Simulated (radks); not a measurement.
The numbers below are computed, except where a source is named.
Task: Mean orbital radii <r> (bohr) of neutral lithium, [He] 2s1, of relativity; Dirac values are averaged over j with weights 2j + 1. Spin-unpolarised spherical Kohn-Sham, BLYP, point nucleus unless stated (finite: rms radius 2.444 fm), a radial shooting solver on a logarithmic mesh with Libxc functionals. A level marked "c x" has the speed of light scaled by that factor.

shell  non-rel.
1s       0.5822
2s        3.886

Give the values at the level "Dirac, finite nucleus".

Result: 
shell  Dirac, finite nucleus  change of magnitude (%)
1s                    0.5821                    -0.01
2s                     3.885                    -0.01
